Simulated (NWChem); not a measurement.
System: CH$_{5}$O cation; SMILES C[OH2+]

Input file for NWChem:

```
start job
memory heap 200 mb stack 900 mb global 1100 mb
charge 1
geometry units angstroms noautoz
  C     -0.001327     0.799028     0.000000
  O     -0.030951    -0.686792     0.000000
  H     -0.544533     1.099928    -0.902007
  H     -0.544533     1.099928     0.902007
  H      1.041813     1.136781     0.000000
  H      0.324924    -1.117925    -0.802168
  H      0.324924    -1.117925     0.802168
end
basis spherical
  C library def2-svp
  O library def2-svp
  H library def2-svp
end
dft
  xc slater pw91lda
  iterations 150
  mulliken
end
task dft energy
```

Coordinates come from a PBE0/def2-SVP optimisation.

Task: What results follow from this input? (LDA (Slater exchange, PW92)/def2-SVP.) Quantities: energy (Ha); highest occupied level (eV); orbital gap (eV).

Result: The energy (Ha) is -114.99, the highest occupied level (eV) is -15.42 and the orbital gap (eV) is 8.29.
